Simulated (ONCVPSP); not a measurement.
# Ranking ONCV potentials for ytterbium

All share these settings but for the change named:

* Element: ytterbium (Yb)
* Generator: ONCVPSP 4.0.1
* Type: optimised norm-conserving Vanderbilt (ONCV)
* Functional: PBE
* Relativity: scalar-relativistic
* Frozen core: [Kr] 4d10 4f13
* Valence charge: 11
* Reference configuration: 5s2 5p6 5d1 6s1.75 (charge +0.25)
* Partial waves: 5s+6s: rc 1.70 bohr, ncon 4, nbas 8, qcut 6.1 1/bohr, 2 projectors; 5p: rc 1.70 bohr, ncon 5, nbas 8, qcut 7.1 1/bohr, 2 projectors, debl 1.8 Ha; 5d: rc 3.35 bohr, ncon 3, nbas 8, qcut 5.3 1/bohr, 3 projectors, debl 3.6 Ha
* Local potential: polynomial inside 1.45 bohr (lpopt 5, dvloc0 -1 Ha)
* Core correction: Teter function fitted to the true core (icmod 2), fcfact 0.5

Test errors are all-electron minus pseudo excitation energies from the reference, over 5s2 5p6 5d1 6s2; 5s2 5p6 5d1 6s1; 5s2 5p6 5d1 6s0; 5s2 5p5 5d1 6s2. None of these files shows a bound ghost.

The base gives 549.7 meV.

Of 7 variants that were run, those that failed, showed a ghost or another fault, or gave nearly equal values are left out.

Task: Rank these variants by their largest absolute test error, smallest first.
A. local potential polynomial inside 1.45 bohr (lpopt 5, dvloc0 6.5 Ha)
B. local potential polynomial inside 1.45 bohr (lpopt 5, dvloc0 5.5 Ha)
C. local potential polynomial inside 1.45 bohr (lpopt 5, dvloc0 9.5 Ha)
D. local potential polynomial inside 1.45 bohr (lpopt 5, dvloc0 4 Ha)

Result: D (112.4 meV), C (140.4 meV), B (249.3 meV), A (334.7 meV).
